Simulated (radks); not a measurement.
Q: The mean radii <r> (bohr) of the occupied orbitals of an atom or ion are listed with their occupations. Method: non-relativistic Kohn-Sham, PBE, spin-polarised, spherical densities, point nucleus; computed with a radial shooting solver on a logarithmic mesh with Libxc functionals.

| orbital | occ. | <r> |
|---|---|---|
| 1s | 2 | 0.1582 |
| 2s | 2 | 0.8987 |
| 2p | 6 | 0.9816 |

Name the element and its charge. Open shells, if any, are filled with parallel spins first.

A: Z = 10, neon, charge 0: Ne in [Ne]. The 1s radius gives Z: for a bare nucleus <r> = 1.5/Z, 0.15 bohr for Z = 10, and screening makes it slightly larger (0.1582 here). The occupations add up to 10, and the charge is Z minus that.
